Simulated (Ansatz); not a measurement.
Coupled-cluster diagnostics for the cluster Li₄Se₂⁺, Ansatz.

Geometry of the doublet (PBE-D4/def2-SVP):

Cartesian coordinates in Å:
```
Li -1.442 -1.365 -0.221
Li 0.105 1.936 -2.646
Li 1.754 -0.931 0.230
Li -0.378 1.099 1.626
Se -0.074 -1.304 1.783
Se 0.034 0.564 -0.772
```

Correlated methods freeze 18 core orbitals; core or outer-core shells of Li, Se are correlated, in sets that lack core-valence functions. In CCSD on the charge 1 quartet the largest single amplitude is 0.30, so its Hartree–Fock determinant may place the open shell otherwise than the density functionals do. The structure comes from a short search, and lower isomers may exist.

Geometry of the charge 1 quartet (PBE-D4/def2-SVP):

Cartesian coordinates in Å:
```
Li 1.0421 0.9825 -1.1595
Li -2.0007 1.0824 -1.4964
Li -0.4713 1.3579 1.1510
Li 0.6500 -2.4047 0.8547
Se 1.6210 -0.1256 1.0699
Se -0.8410 -0.8925 -0.4197
```

(1) Estimate the CCSD(T) correlation energy, the shares of MP2 and (T), T1 and the reference's ⟨S²⟩ for: charge 1, doublet, own geometry in def2-SVP; charge 1, quartet, own geometry in def2-SVP; and the rough time on 4 threads of Arm Neoverse V1 on a shared host.

## Answers

(1) 
```json
{"state": "charge 1, doublet, own geometry", "basis": "def2-SVP", "correlation (eV)": "-13.578", "MP2 share (%)": "96.5", "(T) share (%)": "2.4", "T1": "0.011", "⟨S²⟩ (pure)": "0.76 (0.75)", "wall time": "22 s"}
{"state": "charge 1, quartet, own geometry", "basis": "def2-SVP", "correlation (eV)": "-13.528", "MP2 share (%)": "94.0", "(T) share (%)": "3.1", "T1": "0.037", "⟨S²⟩ (pure)": "3.77 (3.75)", "wall time": "29 s"}
```
Customary marks for T1 are 0.02 (closed shells), 0.045 (open shells) and about 0.05 (3d metals). T1 exceeds 0.02 in 1 of 2 rows and 0.045 in 0; the higher it lies, the less the single-reference result can be trusted.
